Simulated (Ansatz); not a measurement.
`N#[C][GeH]([F])[Cl]` + H–F → `N#[C][GeH]([F])[F]` + HCl  (ligand exchange at a Ge–Cl bond)

Program: Ansatz. Geometries: PBE0-D4/def2-TZVP. ΔE: electronic, gas phase. CBS: MP2 limit from def2 TZ/QZ plus the TZ coupled-cluster correction, frozen cores. This one scheme is used for every species. Functionals use def2-TZVPP. For Ge outer-core shells are correlated without core-valence functions, which leaves a few kJ/mol of doubt a bond. Scalar relativity is left out up to krypton.

| species | ωB97X-V energy (Eh) |
| --- | --- |
| `N#[C][GeH]([F])[Cl]` | -2730.34308 |
| H–F | -100.45411 |
| `N#[C][GeH]([F])[F]` | -2370.04655 |
| HCl | -460.74877 |

**Question.** Work out ΔE.

**Answer.** ΔE = (-2370.04655) + (-460.74877) − (-2730.34308) − (-100.45411) = 0.00187 Eh = +1.2 kcal/mol. CCSD(T)/CBS gives +2.9 kcal/mol.

Largest T1 diagnostic among the species: 0.013.

From BLYP to BHLYP (50 % exact exchange), in def2-TZVPP and without D4, ΔE moves by +0.9 kcal/mol. In def2-TZVPP, CCSD(T) changes the Hartree–Fock value by +1.6 kcal/mol (the triples alone add +0.3 kcal/mol) and MP2 by +2.8 kcal/mol.
